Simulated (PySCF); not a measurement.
C₂H₁₀O₂Si₂, SMILES C[C@H](O)[SiH2]O[SiH3].

Geometry: ωB97X-D3(BJ)/def2-SVP. The structure was generated by enumeration; whether it is a known compound was not checked. One conformer was computed; it need not be the lowest.

Two levels are set side by side: TDA-PBE/def2-SVPD (PySCF) and TDA-LC-ωPBE/def2-SVPD (PySCF). Vertical, same geometry. The lowest singlet is HOMO→LUMO 99 % with PBE and HOMO→LUMO 72 % with the other functional; states are paired by order. Differences are taken from unrounded values.

| quantity | TDA-LC-ωPBE | TDA-PBE | TDA-PBE minus TDA-LC-ωPBE |
|---|---|---|---|
| lowest singlet excitation (eV) | 7.07 | 4.91 | -2.16 |
| lowest triplet excitation (TDA) (eV) | 6.59 | 4.74 | -1.85 |

Functionals without exact exchange tend to place singlet excitations lower, as here. Differences between two approximate levels are no errors against the true value.

Rough cost on one machine, each run with all the roots and properties that it gave: TDA-LC-ωPBE against TDA-PBE about 4 times.
